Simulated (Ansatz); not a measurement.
Ideal-gas functions of FH3O2SeZr (`[OH][Zr]([OH])([F])[SeH]`) at 800 K and 1 bar, from an Ansatz frequency run at PBE0-D4/def2-TZVP.

Molar mass 224.2 g/mol, point group C1 (symmetry number 1), electronic degeneracy 1, moments of inertia 183.136, 513.746, 519.765 u Å². Harmonic wavenumbers (cm⁻¹, unscaled): 87, 105, 119, 144, 165, 172, 187, 243, 270, 282, 355, 448, 654, 731, 738, 2420, 3994, 4000.

Use S(trans) = R[1.5 ln M + 2.5 ln T − 1.1517]; rotational temperatures θ = 24.2544 K / I; S(rot) = R[ln(√π/σ · √(T³/θAθBθC)) + 1.5]; for each mode x = 1.438777 ν̃/T, S = R[x/(eˣ − 1) − ln(1 − e⁻ˣ)] and H = RT x/(eˣ − 1); 1 cm⁻¹ = 0.0119627 kJ/mol; R = 8.31446 J/(mol·K).

Question: By hand: the entropy, in J/(mol·K).

Answer: Translation 196.9. Rotation: θ = 0.1324, 0.0472, 0.0467 K, giving 134.4. Vibration, mode by mode: 23.75, 22.19, 21.15, 19.57, 18.45, 18.10, 17.41, 15.26, 14.40, 14.05, 12.18, 10.33, 7.43, 6.61, 6.55, 0.58, 0.05, 0.05, in all 228.1. Electronic 0.0. Sum 559.4 J/(mol·K).

Question: By hand: H − E and G − E in kJ/mol, counted from the electronic energy.

Answer: Zero-point energy ½ × 15114 × 0.0119627 = 90.4; thermal vibration 76.0; translation, rotation and pV give 4 RT = 26.6. H − E = 193.0 kJ/mol, and G − E = 193.0 − 800 × 559.4/1000 = -254.5 kJ/mol.

Vibration gives 41 % of the entropy, 86.7 J/(mol·K) of it from the modes under 150 cm⁻¹: soft modes count most, and the harmonic formula is weakest for them. The sum counts one conformer and one mirror image; others add a mixing term.
